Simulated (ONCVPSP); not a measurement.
**Scattering properties, ONCV potential for cadmium (Cd)**

ONCVPSP 4.0.1 input, shortened (lines: element, Z, core and valence counts, functional; n l f; lmax; l rc ep ncon nbas qcut; lloc lpopt rc5 dvloc0; l nproj debl; icmod fcfact rcfact), BLYP, scalar-relativistic:

```
  Cd 48.00    8    2  -106131      upf
    1    0    2.00
    2    0    2.00
    2    1    6.00
    3    0    2.00
    3    1    6.00
    3    2   10.00
    4    0    2.00
    4    1    6.00
    4    2   10.00
    5    0    1.00
    2
    0    2.25    0.00    4    8    2.90
    1    1.90    0.21    4    8    4.80
    2    1.50    0.00    4    9   12.00
    4    3    1.15   -1.00
    0    2    3.40
    1    1    3.20
    2    2    1.00
    0    0.00    0.00
```

In the p channel the program set the typed energies aside and used 0.050 Ha.

The phase is arctan(r·R′/R) of the radial function R(r), unwrapped; energies in Ha, scanned from -2 to 5 Ha. A pole is an energy at which the radial function vanishes at the test radius. The pseudo phase is shifted by a multiple of π to meet the all-electron one at the reference energy, and phase errors are pseudo minus all-electron; the curves can meet again beyond the range given. Levels narrower than the energy grid can be missing from the lists of poles. n/a: not evaluated, since a narrow level or a reset projector energy made the automatic matching unsafe.

**Question.** For each channel, where are the poles, and over which energies does the pseudopotential scatter like the atom?

**Answer.**

| channel | radius (bohr) | reference energy (Ha) | poles, all-electron | poles, pseudo | unbroken range about the reference energy with phases within 0.05 rad | phase error 1 Ha above the reference energy (rad) |
| --- | --- | --- | --- | --- | --- | --- |
| s | 2.29 | -0.48 | 1.08 | 1.07 | n/a | n/a |
| p | 1.93 | 0.05 | 3.59 | -1.32, 2.92 | -0.9 to 2.8 | -0.013 |
| d | 1.52 | -0.75 | 0.42 | 0.42 | the whole range | +0.000 |

Note: ghosts flagged at negative energy: s at -42.7 eV, p at -37.3 eV; no localised positive-energy state flagged. A true bound ghost makes a file unfit for plane-wave use.

Phases in the p channel:

```json
{"E (Ha)": "-1.98", "all-electron": "1.299", "pseudo": "4.255"}
{"E (Ha)": "-1.80", "all-electron": "1.263", "pseudo": "4.187"}
{"E (Ha)": "-1.62", "all-electron": "1.226", "pseudo": "4.035"}
{"E (Ha)": "-1.44", "all-electron": "1.186", "pseudo": "2.977"}
{"E (Ha)": "-1.26", "all-electron": "1.140", "pseudo": "1.390"}
{"E (Ha)": "-1.08", "all-electron": "1.085", "pseudo": "1.181"}
{"E (Ha)": "-0.90", "all-electron": "1.017", "pseudo": "1.065"}
{"E (Ha)": "-0.72", "all-electron": "0.930", "pseudo": "0.955"}
{"E (Ha)": "-0.54", "all-electron": "0.814", "pseudo": "0.827"}
{"E (Ha)": "-0.36", "all-electron": "0.656", "pseudo": "0.661"}
{"E (Ha)": "-0.18", "all-electron": "0.439", "pseudo": "0.440"}
{"E (Ha)": "0.00", "all-electron": "0.154", "pseudo": "0.154"}
{"E (Ha)": "0.18", "all-electron": "-0.175", "pseudo": "-0.175"}
{"E (Ha)": "0.36", "all-electron": "-0.487", "pseudo": "-0.488"}
{"E (Ha)": "0.54", "all-electron": "-0.737", "pseudo": "-0.741"}
{"E (Ha)": "0.72", "all-electron": "-0.922", "pseudo": "-0.929"}
{"E (Ha)": "0.90", "all-electron": "-1.055", "pseudo": "-1.066"}
{"E (Ha)": "1.08", "all-electron": "-1.154", "pseudo": "-1.167"}
{"E (Ha)": "1.26", "all-electron": "-1.229", "pseudo": "-1.245"}
{"E (Ha)": "1.44", "all-electron": "-1.287", "pseudo": "-1.306"}
{"E (Ha)": "1.62", "all-electron": "-1.334", "pseudo": "-1.356"}
{"E (Ha)": "1.80", "all-electron": "-1.372", "pseudo": "-1.397"}
{"E (Ha)": "1.98", "all-electron": "-1.404", "pseudo": "-1.433"}
{"E (Ha)": "2.16", "all-electron": "-1.432", "pseudo": "-1.464"}
{"E (Ha)": "2.34", "all-electron": "-1.456", "pseudo": "-1.492"}
{"E (Ha)": "2.52", "all-electron": "-1.477", "pseudo": "-1.518"}
{"E (Ha)": "2.70", "all-electron": "-1.496", "pseudo": "-1.542"}
{"E (Ha)": "2.88", "all-electron": "-1.513", "pseudo": "-1.565"}
{"E (Ha)": "3.06", "all-electron": "-1.529", "pseudo": "-1.589"}
{"E (Ha)": "3.24", "all-electron": "-1.544", "pseudo": "-1.613"}
{"E (Ha)": "3.42", "all-electron": "-1.558", "pseudo": "-1.637"}
{"E (Ha)": "3.60", "all-electron": "-1.571", "pseudo": "-1.665"}
{"E (Ha)": "3.78", "all-electron": "-1.585", "pseudo": "-1.695"}
{"E (Ha)": "3.96", "all-electron": "-1.598", "pseudo": "-1.731"}
{"E (Ha)": "4.14", "all-electron": "-1.611", "pseudo": "-1.775"}
{"E (Ha)": "4.32", "all-electron": "-1.624", "pseudo": "-1.833"}
{"E (Ha)": "4.50", "all-electron": "-1.637", "pseudo": "-1.913"}
{"E (Ha)": "4.68", "all-electron": "-1.651", "pseudo": "-2.033"}
{"E (Ha)": "4.86", "all-electron": "-1.666", "pseudo": "-2.233"}
```
